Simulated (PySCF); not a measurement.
B(H)(Me)(OSiH3) (CH7BOSi), SMILES CBO[SiH3]. The structure is a stationary point at B3LYP-D3(BJ)/def2-SVP. The structure was generated by enumeration, and PubChem lists no compound with its InChIKey, so it may never have been made. Other conformers were not sampled.

Q: Give the equilibrium geometry at B3LYP-D3(BJ)/def2-SVP (PySCF confirms it by a frequency run) as bond lengths and angles, and its point group. (The exact figures need the calculation; the answer reports its results.)

A: Several could match; the one computed here: point group Cs.
Atoms: B1 H2 C3 H4 H5 H6 O7 Si8 H9 H10 H11. Bonded distances (Å): B1–H2 1.219, B1–C3 1.567, B1–O7 1.358, C3–H4 1.105, C3–H5 1.105, C3–H6 1.101, O7–Si8 1.681, Si8–H9 1.491, Si8–H10 1.487, Si8–H11 1.487. Bond angles (°): H2–B1–C3 120.9, H2–B1–O7 118.3, C3–B1–O7 120.8, B1–C3–H4 109.9, B1–C3–H5 109.9, B1–C3–H6 113.7, H4–C3–H5 105.2, H4–C3–H6 108.9, H5–C3–H6 108.9, B1–O7–Si8 133.7, O7–Si8–H9 110.4, O7–Si8–H10 108.1, O7–Si8–H11 108.1, H9–Si8–H10 110.2, H9–Si8–H11 110.2, H10–Si8–H11 109.8.
Charge 0, spin multiplicity 1.
